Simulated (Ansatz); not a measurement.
Ansatz (a first-principles code) input (B3LYP-D3(BJ)/def2-TZVP):

Ansatz 0.2 input:
```yaml
crystal:
  periodic: [false, false, false]
  atoms:
    - {symbol: C, position_ang: [3.21166938, 0.17924526, 0.07799400]}
    - {symbol: C, position_ang: [1.89764241, -0.39947063, 0.45265236]}
    - {symbol: C, position_ang: [0.70502449, 0.29178037, -0.21188316]}
    - {symbol: C, position_ang: [-0.63980834, -0.29134089, 0.21282498]}
    - {symbol: C, position_ang: [-1.81895708, 0.39612821, -0.45962713]}
    - {symbol: O, position_ang: [-3.07980382, -0.10230877, -0.02462939]}
    - {symbol: H, position_ang: [4.12742813, -0.37721142, 0.22225063]}
    - {symbol: H, position_ang: [3.29227621, 1.21391540, -0.22884692]}
    - {symbol: H, position_ang: [1.76273719, -0.34989181, 1.54643783]}
    - {symbol: H, position_ang: [1.88061214, -1.47078925, 0.21902992]}
    - {symbol: H, position_ang: [0.81247329, 0.22236200, -1.29888475]}
    - {symbol: H, position_ang: [0.73207068, 1.35925768, 0.03140783]}
    - {symbol: H, position_ang: [-0.75981111, -0.21127740, 1.29716855]}
    - {symbol: H, position_ang: [-0.66477198, -1.36138880, -0.02754504]}
    - {symbol: H, position_ang: [-1.72645105, 0.31792553, -1.55103922]}
    - {symbol: H, position_ang: [-1.82631194, 1.45890517, -0.21041638]}
    - {symbol: H, position_ang: [-3.12524629, -1.04139109, -0.23429373]}
basis:
  gaussian:
    orbitals: def2-TZVP
hamiltonian:
  xc: b3lyp
  dispersion: d3bj
magnetization: {spin_polarized: true, initial_magnetization: 1}
phonons: {temperatures: {t_min: 298.15, t_max: 298.15, t_step: 100}}
```

Output:

```
Functional definition: B3LYP
integrals: 0.18 GiB planned
1535 factors; their error is unknown
0.33 GiB of the device are held for the grids
1.45 GiB of device memory are held for the factors and their scratch space
mean field: 1.67 GiB planned
mean field evaluation 1: about -7398.5749 eV, gradient 5.7e1 eV
mean field evaluation 2: about -7388.6560 eV, gradient 7.3e1 eV
mean field evaluation 4: about -7412.9443 eV, gradient 4.6e0 eV
mean field evaluation 8: about -7413.0179 eV, gradient 5.9e-2 eV
mean field evaluation 16: about -7412.9788 eV, gradient 5.8e-4 eV
mean field -7412.97875835 eV, -272.4219446717 hartree, gradient 2.7e-5 eV, S^2 0.753967; 0 other end points of the search recorded, 0 dependent functions left out
the calculation of the forces begins
reference -7412.97908033 eV, -272.4219565043 hartree; 25, 24 occupied and 227, 228 virtual orbitals, 1535 factors
these checks for a lower state are left out or cut short: stability, starts, cluster_reference, orbital_swaps, neighbouring_geometries, increment
integrals: 0.18 GiB planned
1535 factors; their error is unknown
0.33 GiB of the device are held for the grids
1.45 GiB of device memory are held for the factors and their scratch space
mean field: 1.67 GiB planned
mean field -7412.97864891 eV, -272.4219406499 hartree, gradient 2.8e-6 eV, S^2 0.753962; 0 other end points of the search recorded, 0 dependent functions left out
the calculation of the forces begins
reference -7412.97897085 eV, -272.4219524812 hartree; 25, 24 occupied and 227, 228 virtual orbitals, 1535 factors
these checks for a lower state are left out or cut short: stability, starts, cluster_reference, orbital_swaps, neighbouring_geometries, increment
integrals: 0.18 GiB planned
1535 factors; their error is unknown
0.33 GiB of the device are held for the grids
1.45 GiB of device memory are held for the factors and their scratch space
mean field: 1.67 GiB planned
mean field evaluation 32: about -7412.9785 eV, gradient 2.6e-6 eV
mean field -7412.97852875 eV, -272.4219362344 hartree, gradient 2.9e-6 eV, S^2 0.753971; 0 other end points of the search recorded, 0 dependent functions left out
the calculation of the forces begins
reference -7412.97885077 eV, -272.4219480682 hartree; 25, 24 occupied and 227, 228 virtual orbitals, 1535 factors
these checks for a lower state are left out or cut short: stability, starts, cluster_reference, orbital_swaps, neighbouring_geometries, increment
integrals: 0.18 GiB planned
1535 factors; their error is unknown
0.33 GiB of the device are held for the grids
1.45 GiB of device memory are held for the factors and their scratch space
mean field: 1.68 GiB planned
mean field -7412.97859548 eV, -272.4219386867 hartree, gradient 2.9e-6 eV, S^2 0.753965; 0 other end points of the search recorded, 0 dependent functions left out
the calculation of the forces begins
reference -7412.97891745 eV, -272.4219505188 hartree; 25, 24 occupied and 227, 228 virtual orbitals, 1535 factors
these checks for a lower state are left out or cut short: stability, starts, cluster_reference, orbital_swaps, neighbouring_geometries, increment
integrals: 0.18 GiB planned
1535 factors; their error is unknown
0.33 GiB of the device are held for the grids
1.45 GiB of device memory are held for the factors and their scratch space
mean field: 1.67 GiB planned
mean field -7412.97858381 eV, -272.4219382576 hartree, gradient 2.9e-6 eV, S^2 0.753968; 0 other end points of the search recorded, 0 dependent functions left out
[...]
reference -7412.97908713 eV, -272.4219567545 hartree; 25, 24 occupied and 227, 228 virtual orbitals, 1535 factors
these checks for a lower state are left out or cut short: stability, starts, cluster_reference, orbital_swaps, neighbouring_geometries, increment
integrals: 0.18 GiB planned
1535 factors; their error is unknown
0.33 GiB of the device are held for the grids
1.45 GiB of device memory are held for the factors and their scratch space
mean field: 1.68 GiB planned
mean field -7412.97868578 eV, -272.4219420050 hartree, gradient 2.9e-6 eV, S^2 0.753967; 0 other end points of the search recorded, 0 dependent functions left out
the calculation of the forces begins
reference -7412.97900783 eV, -272.4219538400 hartree; 25, 24 occupied and 227, 228 virtual orbitals, 1535 factors
these checks for a lower state are left out or cut short: stability, starts, cluster_reference, orbital_swaps, neighbouring_geometries, increment
integrals: 0.18 GiB planned
1535 factors; their error is unknown
0.33 GiB of the device are held for the grids
1.45 GiB of device memory are held for the factors and their scratch space
mean field: 1.67 GiB planned
mean field evaluation 672: about -7413.0194 eV, gradient 5.6e-4 eV
mean field -7412.97863790 eV, -272.4219402453 hartree, gradient 2.9e-6 eV, S^2 0.753967; 0 other end points of the search recorded, 0 dependent functions left out
the calculation of the forces begins
reference -7412.97895981 eV, -272.4219520754 hartree; 25, 24 occupied and 227, 228 virtual orbitals, 1535 factors
these checks for a lower state are left out or cut short: stability, starts, cluster_reference, orbital_swaps, neighbouring_geometries, increment
integrals: 0.18 GiB planned
1535 factors; their error is unknown
0.33 GiB of the device are held for the grids
1.45 GiB of device memory are held for the factors and their scratch space
mean field: 1.67 GiB planned
mean field -7412.97873486 eV, -272.4219438087 hartree, gradient 2.9e-6 eV, S^2 0.753967; 0 other end points of the search recorded, 0 dependent functions left out
the calculation of the forces begins
reference -7412.97905685 eV, -272.4219556417 hartree; 25, 24 occupied and 227, 228 virtual orbitals, 1535 factors
these checks for a lower state are left out or cut short: stability, starts, cluster_reference, orbital_swaps, neighbouring_geometries, increment
integrals: 0.18 GiB planned
1535 factors; their error is unknown
0.33 GiB of the device are held for the grids
1.45 GiB of device memory are held for the factors and their scratch space
mean field: 1.67 GiB planned
mean field -7412.97874038 eV, -272.4219440117 hartree, gradient 2.9e-6 eV, S^2 0.753967; 0 other end points of the search recorded, 0 dependent functions left out
the calculation of the forces begins
reference -7412.97906235 eV, -272.4219558438 hartree; 25, 24 occupied and 227, 228 virtual orbitals, 1535 factors
these checks for a lower state are left out or cut short: stability, starts, cluster_reference, orbital_swaps, neighbouring_geometries, increment
integrals: 0.18 GiB planned
1535 factors; their error is unknown
0.33 GiB of the device are held for the grids
1.45 GiB of device memory are held for the factors and their scratch space
mean field: 1.67 GiB planned
mean field -7412.97871610 eV, -272.4219431191 hartree, gradient 2.9e-6 eV, S^2 0.753967; 0 other end points of the search recorded, 0 dependent functions left out
the calculation of the forces begins
reference -7412.97903805 eV, -272.4219549508 hartree; 25, 24 occupied and 227, 228 virtual orbitals, 1535 factors
these checks for a lower state are left out or cut short: stability, starts, cluster_reference, orbital_swaps, neighbouring_geometries, increment
integrals: 0.18 GiB planned
1535 factors; their error is unknown
0.33 GiB of the device are held for the grids
1.45 GiB of device memory are held for the factors and their scratch space
mean field: 1.68 GiB planned
mean field evaluation 704: about -7412.9788 eV, gradient 2.6e-6 eV
mean field -7412.97877185 eV, -272.4219451681 hartree, gradient 2.9e-6 eV, S^2 0.753967; 0 other end points of the search recorded, 0 dependent functions left out
the calculation of the forces begins
reference -7412.97909386 eV, -272.4219570016 hartree; 25, 24 occupied and 227, 228 virtual orbitals, 1535 factors
these checks for a lower state are left out or cut short: stability, starts, cluster_reference, orbital_swaps, neighbouring_geometries, increment
integrals: 0.18 GiB planned
1535 factors; their error is unknown
0.33 GiB of the device are held for the grids
1.45 GiB of device memory are held for the factors and their scratch space
mean field: 1.67 GiB planned
mean field -7412.97859537 eV, -272.4219386826 hartree, gradient 2.9e-6 eV, S^2 0.753967; 0 other end points of the search recorded, 0 dependent functions left out
the calculation of the forces begins
reference -7412.97891737 eV, -272.4219505157 hartree; 25, 24 occupied and 227, 228 virtual orbitals, 1535 factors
these checks for a lower state are left out or cut short: stability, starts, cluster_reference, orbital_swaps, neighbouring_geometries, increment
integrals: 0.18 GiB planned
1535 factors; their error is unknown
0.33 GiB of the device are held for the grids
1.45 GiB of device memory are held for the factors and their scratch space
mean field: 1.67 GiB planned
mean field -7412.97862195 eV, -272.4219396593 hartree, gradient 2.9e-6 eV, S^2 0.753967; 0 other end points of the search recorded, 0 dependent functions left out
the calculation of the forces begins
reference -7412.97894391 eV, -272.4219514912 hartree; 25, 24 occupied and 227, 228 virtual orbitals, 1535 factors
these checks for a lower state are left out or cut short: stability, starts, cluster_reference, orbital_swaps, neighbouring_geometries, increment
integrals: 0.18 GiB planned
1535 factors; their error is unknown
0.33 GiB of the device are held for the grids
1.45 GiB of device memory are held for the factors and their scratch space
mean field: 1.67 GiB planned
mean field -7412.97874504 eV, -272.4219441829 hartree, gradient 2.9e-6 eV, S^2 0.753967; 0 other end points of the search recorded, 0 dependent functions left out
the calculation of the forces begins
reference -7412.97906704 eV, -272.4219560162 hartree; 25, 24 occupied and 227, 228 virtual orbitals, 1535 factors
these checks for a lower state are left out or cut short: stability, starts, cluster_reference, orbital_swaps, neighbouring_geometries, increment
integrals: 0.18 GiB planned
1535 factors; their error is unknown
0.33 GiB of the device are held for the grids
1.45 GiB of device memory are held for the factors and their scratch space
mean field: 1.67 GiB planned
mean field -7412.97875090 eV, -272.4219443980 hartree, gradient 2.9e-6 eV, S^2 0.753967; 0 other end points of the search recorded, 0 dependent functions left out
the calculation of the forces begins
reference -7412.97907286 eV, -272.4219562299 hartree; 25, 24 occupied and 227, 228 virtual orbitals, 1535 factors
Total energy: -7413.53086057 eV, -272.4422340541 hartree
Atom 0 at     3.211669     0.179245     0.077994 Å, force    -0.000980     0.001402    -0.000132 eV/Å
Atom 1 at     1.897642    -0.399471     0.452652 Å, force    -0.000897    -0.001064     0.000442 eV/Å
Atom 2 at     0.705024     0.291780    -0.211883 Å, force     0.000061     0.001615    -0.001118 eV/Å
Atom 3 at    -0.639808    -0.291341     0.212825 Å, force     0.000185    -0.001671     0.001299 eV/Å
Atom 4 at    -1.818957     0.396128    -0.459627 Å, force     0.001400     0.001351    -0.001016 eV/Å
Atom 5 at    -3.079804    -0.102309    -0.024629 Å, force     0.000646     0.000120     0.000434 eV/Å
Atom 6 at     4.127428    -0.377211     0.222251 Å, force    -0.000422     0.000256    -0.000183 eV/Å
Atom 7 at     3.292276     1.213915    -0.228847 Å, force     0.000266    -0.001377     0.000244 eV/Å
Atom 8 at     1.762737    -0.349892     1.546438 Å, force     0.000252     0.000013     0.000228 eV/Å
Atom 9 at     1.880612    -1.470789     0.219030 Å, force     0.000220    -0.000144     0.000021 eV/Å
Atom 10 at     0.812473     0.222362    -1.298885 Å, force    -0.000125    -0.000014    -0.000171 eV/Å
Atom 11 at     0.732071     1.359258     0.031408 Å, force    -0.000027     0.000236    -0.000089 eV/Å
Atom 12 at    -0.759811    -0.211277     1.297169 Å, force     0.000093    -0.000078     0.000196 eV/Å
Atom 13 at    -0.664772    -1.361389    -0.027545 Å, force     0.000019    -0.000221     0.000056 eV/Å
Atom 14 at    -1.726451     0.317926    -1.551039 Å, force    -0.000415    -0.000237     0.000002 eV/Å
Atom 15 at    -1.826312     1.458905    -0.210416 Å, force    -0.000476     0.000038     0.000064 eV/Å
Atom 16 at    -3.125246    -1.041391    -0.234294 Å, force     0.000202    -0.000227    -0.000276 eV/Å
Dipole moment:     0.229104    -0.208714    -0.096278 e Å
Vibrations: 77.12 90.05 115.17 136.15 158.90 280.10 331.24 361.40 481.35 512.93 734.67 780.60 873.76 924.47 1002.85 1044.73 1068.73 1078.29 1089.20 1112.05 1162.64 1251.02 1278.83 1314.95 1328.56 1348.87 1381.78 1401.59 1421.80 1464.22 1467.98 1488.73 1500.99 1518.05 2919.76 2980.56 2997.55 3001.96 3015.52 3037.52 3056.18 3076.89 3142.17 3241.25 3796.61 cm⁻¹, zero-point energy 4.082167 eV
```

It need not be the lowest isomer of its formula.
